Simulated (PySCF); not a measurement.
**Exercise with solution: entropy of an ideal gas**

TaF6, SMILES [F][Ta-]([F])([F])([F])([F])[F], charge -1, multiplicity 1.

Coordinates come from a B3LYP-D3(BJ)/def2-SVPD optimisation. The spin state was assumed, not searched. The isomer is the one that the SMILES or the coordinates give; other isomers of the formula were not compared. The def2 effective core potentials stand for the cores of Ta; spin–orbit coupling is left out.

PySCF 2.14.0 with B3LYP-D3(BJ)/def2-SVPD gives the harmonic wavenumbers 124, 124, 124, 226, 226, 226, 265, 265, 265, 573, 573, 587, 587, 587, 661 cm⁻¹ and the rotational temperatures 0.0854, 0.0854, 0.0854 K. The molar mass is 294.94 g/mol, the symmetry number 24, the spin multiplicity 1.

Q: Work out the entropy at 298.15 K and 1 atm in the rigid-rotor, harmonic-oscillator model.

A: 
Translation (Sackur–Tetrode at 1 atm): S = R[1.5 ln M + 2.5 ln T − 1.16487] = 179.7 J/(mol K).
Rotation: q = (√π/σ) T^1.5/√(θA θB θC) = 15200, S = R[ln q + 3/2] = 92.6 J/(mol K).
Vibration: with u = 1.4388 ν/T, each mode gives R[u/(e^u − 1) − ln(1 − e^−u)]:
```json
[
 {"ν (cm⁻¹)": "124", "modes": "3", "u": "0.60", "S (J/(mol K))": "38.12"},
 {"ν (cm⁻¹)": "226", "modes": "3", "u": "1.09", "S (J/(mol K))": "23.98"},
 {"ν (cm⁻¹)": "265", "modes": "3", "u": "1.28", "S (J/(mol K))": "20.44"},
 {"ν (cm⁻¹)": "573", "modes": "2", "u": "2.77", "S (J/(mol K))": "4.17"},
 {"ν (cm⁻¹)": "587", "modes": "3", "u": "2.83", "S (J/(mol K))": "5.93"},
 {"ν (cm⁻¹)": "661", "modes": "1", "u": "3.19", "S (J/(mol K))": "1.49"}
]
```
These are all the modes. Sum 94.1 J/(mol K).
Spin: R ln 1 = 0.0 J/(mol K).
Total 366.4 J/(mol K); the program's own thermochemistry gives 366.5. Translation makes up 49 % and vibration 26 %. Anharmonicity, hindered rotation and orbital degeneracy are left out.
